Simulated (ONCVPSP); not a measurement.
**LDA (Perdew-Zunger) ONCV dataset for nitrogen (N), scalar-relativistic all-electron reference.**

N, optimised norm-conserving Vanderbilt (ONCV), made with ONCVPSP 4.0.1 (LDA (Perdew-Zunger), scalar-relativistic). Core [He], reference 2s2 2p3. Waves: 2s: rc 0.90 bohr, ncon 4, nbas 7, qcut 5.6 1/bohr, 2 projectors, debl 3.3 Ha; 2p: rc 1.60 bohr, ncon 4, nbas 8, qcut 10.5 1/bohr, 3 projectors, debl 2.7 Ha. Local part: polynomial inside 0.60 bohr (lpopt 5, dvloc0 -1 Ha). Core correction: Teter function, fcfact 2, rcfact 1.5.

All-electron outer shells of the reference configuration (LDA (Perdew-Zunger), scalar-relativistic, ld1.x):

```
shell  level (eV)  outermost node (bohr)  outermost maximum (bohr)
   1s     -381.53                      –                      0.15
   2s      -18.42                   0.32                      1.02
   2p       -7.24                      –                      0.97
```

What the tests gave:

```json
{"Cutoffs needed": "106 Ha and 143 Ha (the cutoffs (Ha) at which the residual kinetic energy of the hardest occupied pseudo-wave falls to 1 and 0.1 mHa per electron)", "Ghost test": "no bound ghost flagged; no localised positive-energy state flagged", "Largest excitation error": "+487 meV (all-electron minus pseudo) for 2s2 2p0, out of 4 test configurations", "rms error of d²Exc/dni dnj": "2.85 mHa without and 1.53 mHa with the model core"}
```

Generation and tests took about 1.7 s on one core of a shared server CPU.
